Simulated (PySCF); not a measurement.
A calculated (M06-2X, PySCF 2.14, aug-cc-pwCVTZ-DK3, the spin-free X2C one-electron Hamiltonian (Gaussian nucleus)) atom or ion has these occupied shells.

```tsv
shell	electrons	orbital energy (eV)	rms radius, mean of both spins (bohr)
1s α	1	-33156.5	0.0312
1s β	1	-33156.3	0.0312
2s α	1	-5195.0	0.127
2s β	1	-5194.9	0.127
2p α	3	-4673.6	0.113
2p β	3	-4673.5	0.113
3s α	1	-1091.7	0.336
3s β	1	-1091.6	0.336
3p α	3	-921.22	0.336
3p β	3	-921.03	0.336
3d α	5	-661.86	0.313
3d β	5	-661.78	0.313
4s α	1	-226.31	0.787
4s β	1	-226.02	0.787
4p α	3	-171.46	0.845
4p β	3	-171.11	0.845
4d α	5	-89.212	0.986
4d β	5	-88.820	0.986
5s α	1	-51.041	1.96
5s β	1	-46.814	1.96
5p α	2	-37.904	2.22
```

Q: Name the element and its charge.

A: I³⁺ (iodine, charge +3), in [Kr] 4d10 5s2 5p2, high-spin 3P determinant.
